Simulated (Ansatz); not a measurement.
Breaking the P1–O2 bond in PO (multiplicity 2 held). Energies count from the point at 1.480 Å.


U- levels take the lowest unrestricted solution at each point, which mixes spins at long bonds. Active spaces are followed from rest. Curves can end on different states.

Correlated levels freeze the cores.

Codes used: Ansatz (a quantum-chemistry and plane-wave program). Each number belongs to the level named beside it.

U-PBE/cc-pV(T+d)Z gives 640.1 kJ/mol for the energy at R = 5.919 Å.

Task: How do the other levels lie against it? Give each less PBE: U-r2SCAN/cc-pV(T+d)Z, U-wB97X-V/cc-pV(T+d)Z, U-MP2/cc-pV(T+d)Z, U-CCSD(T)/cc-pV(T+d)Z, SC-NEVPT2 on CASSCF(11,8)/cc-pV(T+d)Z, FIC-MRCISD+Q on CASSCF(11,8)/cc-pV(T+d)Z.

Result: U-r2SCAN/cc-pV(T+d)Z -46.1; U-wB97X-V/cc-pV(T+d)Z -31.9; U-MP2/cc-pV(T+d)Z -49.5; U-CCSD(T)/cc-pV(T+d)Z -87.1; SC-NEVPT2 on CASSCF(11,8)/cc-pV(T+d)Z -96.3; FIC-MRCISD+Q on CASSCF(11,8)/cc-pV(T+d)Z -90.8 kJ/mol. 0 of 6 lie above PBE; the widest gap is to SC-NEVPT2 on CASSCF(11,8)/cc-pV(T+d)Z.

Doubts at one or more of the structures used: a spin-contaminated determinant (U-PBE/cc-pV(T+d)Z, U-r2SCAN/cc-pV(T+d)Z, U-wB97X-V/cc-pV(T+d)Z, U-MP2/cc-pV(T+d)Z, U-CCSD(T)/cc-pV(T+d)Z).
